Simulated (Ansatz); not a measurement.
Reaction (silylene formation by 1,1-elimination): `N[Si@H](F)S[Si@@H](N)O` → `N[Si]F` + `N[SiH](O)S`

Isolated molecules relaxed with PBE0-D4/def2-TZVP in Ansatz; ΔE leaves out vibrations. CCSD(T)/CBS is the MP2 limit (def2-TZVPP, def2-QZVPP) plus CCSD(T) − MP2 in def2-TZVPP, frozen cores. This one scheme is used for every species. DFT in def2-TZVPP. One conformer a species, not always the lowest.

| species | ωB97X-V energy (Eh) |
| --- | --- |
| `N[Si@H](F)S[Si@@H](N)O` | -1266.14256 |
| `N[Si]F` | -445.33754 |
| `N[SiH](O)S` | -820.72079 |

Task: Work out ΔE.

Result: ΔE = (-445.33754) + (-820.72079) − (-1266.14256) = 0.08423 Eh = +2.29 eV. CCSD(T)/CBS gives +2.25 eV.

Largest T1 diagnostic among the species: 0.014.

From PBE to PBE0 (25 % exact exchange), in def2-TZVPP and without D4, ΔE moves by +0.16 eV. In def2-TZVPP, CCSD(T) changes the Hartree–Fock value by +0.19 eV (the triples alone add +0.05 eV) and MP2 by +0.38 eV. The D4 term adds +0.27 eV with B3LYP and +0.15 eV with PBE0; it sums over pairs of atoms, weighted by their polarisabilities, and B3LYP, whose exchange is more repulsive, gets the larger term.

B3LYP here is the variant with VWN-RPA as its local correlation; programs differ in this.
